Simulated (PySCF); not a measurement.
Basis-set dependence of excited states

Compound: B2FH3S.
Z-matrix (Å and degrees, PBE0-D3(BJ)/def2-SVP geometry), rows numbered from 1:
```
B 
S   1  1.7912
B   2  1.8241  1  100.70
F   3  1.3148  2  117.71  1   177.53
H   1  1.2032  2  120.56  3     0.82
H   1  1.2038  2  116.59  3  -179.15
H   3  1.2049  2  122.53  1    -2.38
```

TDDFT with PBE0 (PySCF), vertical singlets, core orbitals frozen in the response, spherical d and f functions. Isolated species at its PBE0-D3(BJ)/def2-SVP geometry (one conformer only).

Problem. How do the low singlets change with the basis? Take 6-31G*, def2-SVP, 6-31+G*, def2-SVPD, aug-cc-pVDZ, def2-TZVP, def2-TZVPD and aug-cc-pVTZ.

Solution. 

```csv
basis,functions,diffuse,S1 (eV),S2 (eV),S3 (eV),S4 (eV),S5 (eV),LUMO (eV),α (au)
6-31G*,66,no,5.41,6.17,6.53,6.66,7.06,-1.66,41.1
def2-SVP,75,no,5.29,6.08,6.42,6.58,6.94,-1.87,41.1
6-31+G*,82,yes,5.35,6.06,6.46,6.55,6.92,-1.93,46.5
def2-SVPD,114,yes,5.27,6.02,6.37,6.50,6.82,-2.01,50.3
aug-cc-pVDZ,123,yes,5.26,6.00,6.36,6.47,6.80,-1.97,50.6
def2-TZVP,148,no,5.25,5.98,6.35,6.48,6.81,-1.96,47.8
def2-TZVPD,187,yes,5.24,5.96,6.33,6.45,6.77,-1.98,50.9
aug-cc-pVTZ,257,yes,5.25,5.98,6.34,6.45,6.78,-1.97,50.9
```

States are compared by their number. Against the largest diffuse basis here (aug-cc-pVTZ, itself not a converged limit), sets without diffuse functions differ by up to 0.15 eV in S1 and 0.28 eV in S5; the smaller diffuse sets differ by up to 0.10 and 0.14 eV. State by state, the largest deviation of a set without diffuse functions is S1 0.15, S2 0.18, S3 0.19, S4 0.21, S5 0.28 eV. The same number needn't mean the same state in each row. Against aug-cc-pVTZ the polarisability deviates by -19% in 6-31G*, -19% in def2-SVP, -9% in 6-31+G*, -1% in def2-SVPD, -1% in aug-cc-pVDZ, -6% in def2-TZVP, 0% in def2-TZVPD. A single + in a Pople set puts diffuse functions on heavy atoms only.
